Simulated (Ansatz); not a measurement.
# Reading a saddle point

A first-order saddle point of SiN2H7F, singlet, PBE0-D4/def2-TZVP, with one imaginary mode of 551i cm⁻¹:

Si1  (0.047, -0.474, -0.499)
F2  (1.447, 0.232, 1.041)
H3  (-1.110, -0.884, -1.365)
H4  (0.904, -1.673, -0.413)
N5  (0.458, 1.008, -1.203)
H6  (0.286, 0.057, 1.496)
N7  (-0.774, -0.305, 1.152)
H8  (0.080, 1.297, -2.087)
H9  (1.259, 1.527, -0.887)
H10  (-1.086, -1.169, 1.577)
H11  (-1.513, 0.386, 1.189)
(Å)

Ansatz 0.2.0; basis: def2-TZVPP and def2-QZVPP; cores frozen in the correlated methods. Extrapolation: Hartree–Fock as exp(−7.88 √X), correlation as X^−2.97.

(1) Which contacts change along the imaginary mode, and what lies on either side? (A judgement: the text doesn't fix the answer.)

(2) Which side is lower, and how far does the saddle lie above each? (An estimate is asked for; the value comes from the calculation.)

The T1 diagnostic stays at or below 0.012.

Answers

(1) Computed: The step is SiNH₄F ([NH2][SiH2][F]) + NH₃ → SiN₂H₆ ([NH2][SiH2][NH2]) + HF, with the molecules in contact on both sides. Shortening one way: Si1–N7, F2–H6; lengthening the same way: Si1–F2, H6–N7.
| pair | one side (Å) | saddle (Å) | other side (Å) |
| --- | --- | --- | --- |
| Si1–N7 | 3.01 | 1.85 | 1.75 |
| F2–H6 | 3.63 | 1.26 | 0.96 |
| Si1–F2 | 1.61 | 2.20 | 3.31 |
| H6–N7 | 1.01 | 1.17 | 1.67 |

(2) The calculation gives: The side with Si1–F2, H6–N7 short is lower by 14.06 kcal/mol; the saddle lies 28.75 kcal/mol above it and 14.69 kcal/mol above the other (CCSD(T) at an estimated basis limit (MP2 extrapolated from triple and quadruple zeta, plus CCSD(T) − MP2 in triple zeta); electronic energies).

The step is the kind of exchange with an N–H group that builds nitride films in atomic layer and chemical vapour deposition.

Labels in which every atom is bracketed show which atoms are joined, not bond orders.

For scale, one of the runs: CCSD(T)/def2-TZVPP, 233 basis functions (an equivalent command: `ansatz run in.yaml --threads 4`). The run took 94 s on 4 CPU threads (shared host), with 4.2 GiB of host memory at its peak.
